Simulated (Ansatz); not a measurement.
Conformers and stereoisomers of C4H3F3 (`FC=CC=C(F)F`), each relaxed with PBE0-D4/def2-TZVP in Ansatz. CBS adds the triple-zeta coupled-cluster correction to the MP2 limit.

Not all of them had a frequency check.

Conformer A:

```xyz
10

F     2.778   -0.505    0.967
C     1.468   -0.716    0.827
C     0.708    0.087    0.095
C    -0.709   -0.125   -0.068
C    -1.487    0.663   -0.795
F    -1.084    1.725   -1.455
F    -2.778    0.491   -0.958
H     1.126   -1.592    1.369
H     1.173    0.934   -0.399
H    -1.194   -0.963    0.417
```

Conformer B:

```xyz
10

F    -0.538    2.443    0.251
C    -1.275    1.327    0.231
C    -0.728    0.127    0.080
C     0.686   -0.108   -0.075
C     1.208   -1.316   -0.224
F     0.524   -2.438   -0.249
F     2.487   -1.565   -0.367
H    -2.333    1.522    0.349
H    -1.406   -0.718    0.077
H     1.376    0.725   -0.074
```

Which is lowest in electronic energy at CCSD(T)/CBS (frozen core, def2 sets), and by how much? (An estimate is asked.)

Computed: B; A lies 5.3 kJ/mol higher.

Give the energies relative to B (kJ/mol) with r2SCAN-D4/def2-TZVPP, PBE0-D4/def2-TZVPP, B2PLYP/def2-TZVPP, r2SCAN/def2-TZVPP, PBE0/def2-TZVPP, MP2/def2-TZVPP, CCSD/CBS(def2). (Best estimate.)

Ansatz gave: 
```json
{"level": "r2SCAN-D4/def2-TZVPP", "A": "5.6"}
{"level": "PBE0-D4/def2-TZVPP", "A": "5.0"}
{"level": "B2PLYP/def2-TZVPP", "A": "5.3"}
{"level": "r2SCAN/def2-TZVPP", "A": "5.6"}
{"level": "PBE0/def2-TZVPP", "A": "4.8"}
{"level": "MP2/def2-TZVPP", "A": "5.7"}
{"level": "CCSD/CBS(def2)", "A": "5.2"}
```
